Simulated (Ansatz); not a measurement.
# Strength of the Si–H bond: SiH(CH3)F2 → Si(CH3)F2 + H

Species: SiH(CH3)F2, singlet; Si(CH3)F2, doublet; H atom, doublet. 

Shapes, held fixed at every level: PBE0-D4/def2-TZVP. Programs: Ansatz 0.2.0. The zero-point and thermal change to 298 K, harmonic and unscaled (PBE0-D4/def2-TZVP), is -18.6 kJ/mol.

```tsv
level	kind	ΔH(298 K) (kJ/mol)	less CCSD(T)/CBS estimate
SPW92/def2-TZVPP	LDA	+417.2	+5.1
PBE-D4/def2-TZVPP	GGA	+377.7	-34.4
r2SCAN-D4/def2-TZVPP	meta-GGA	+387.1	-25.0
B3LYP-D4/def2-TZVPP	global hybrid	+399.2	-12.9
BHLYP-D4/def2-TZVPP	global hybrid	+405.1	-7.0
PBE0-D4/def2-TZVPP	global hybrid	+386.1	-26.0
wB97M-V/def2-TZVPP	range-separated hybrid	+410.8	-1.3
CCSD(T)/CBS estimate	coupled cluster or CI	+412.1	0.0
```

The highest level, CCSD(T)/CBS estimate, gives ΔH(298 K) = +412.1 kJ/mol; the levels span +377.7 to +417.2. The column of differences is taken from that level and isn't an error. No measured value is set beside it here. Open shells run unrestricted unless RO is named. The CBS estimate extrapolates MP2 from def2-TZVPP and def2-QZVPP and adds CCSD(T) − MP2 in the triple-zeta set, cores frozen.
